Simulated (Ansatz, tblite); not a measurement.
Spin states of Cu(CO) (CuCO), each relaxed with r2SCAN-D4/def2-TZVP in Ansatz. Electronic energies in the gas phase.

The xTB rows come from tblite. LC-ωPBE has ω = 0.4 bohr⁻¹. Correlated methods freeze 11 core orbitals. HOMO above LUMO, or a gap near zero within one spin, warns that the state may not be the lowest or that an electron is smeared out.

Doublet geometry (Cs within 0.1 Å):

```xyz
3

Cu   -0.116   -1.564    0.075
C     0.168    0.252   -0.224
O    -0.053    1.312    0.149
```

Quartet geometry (C∞v within 0.1 Å):

```xyz
3

Cu    0.099   -1.408   -0.829
C    -0.013    0.200    0.117
O    -0.086    1.207    0.712
```

Run but left out: HF/STO-3G (doublet: ⟨S²⟩ 2.14, where a pure state has 0.75).

Only these spin states were relaxed.

Second-order perturbation terms are unreliable where d shells bring near-degenerate states, and here MP2/def2-TZVP, MP2/def2-TZVPP lie more than 0.4 eV from the median of the functionals without such a term.

```tsv
level	quartet − doublet (kcal/mol)	lowest of these	remarks
GFN1-xTB	90.5	doublet	–
GFN2-xTB	90.6	doublet	–
HF/def2-TZVP	27.0	doublet	–
HF/def2-TZVPP	24.4	doublet	–
LDA (SPW92)/def2-TZVP	103.6	doublet	gap within one spin near zero (quartet)
PBE-D4/def2-TZVP	96.5	doublet	–
revPBE-D4/def2-TZVP	95.1	doublet	–
BLYP-D4/def2-TZVP	98.7	doublet	–
r2SCAN-D4/def2-TZVP	87.3	doublet	–
PBE0-D4/def2-TZVP	84.1	doublet	–
LC-ωPBE/def2-TZVP	85.3	doublet	–
ωB97X-V/def2-TZVP	87.1	doublet	–
RPA@PBE/def2-TZVP	82.1	doublet	–
MP2/def2-TZVP	106.2	doublet	–
MP2/def2-TZVPP	108.2	doublet	–
CCSD/def2-TZVPP	75.1	doublet	–
CCSD(T)/def2-TZVPP	83.0	doublet	–
```

```
  state  donor atoms  mean metal–ligand distance (Å)  range (Å)  Mulliken spin on the metal (PBE0)
doublet            1                           1.862  1.86–1.86                               0.84
quartet            1                           1.869  1.87–1.87                               2.10
```

⟨S²⟩ at PBE0-D4/def2-TZVP: doublet 0.76 (pure 0.75), quartet 3.75 (pure 3.75).

Change of the quartet − doublet gap on mixing in exact exchange, in kcal/mol: PBE to PBE0 (25 % exact exchange) -12.4.

The xTB methods have no spin-polarisation term.
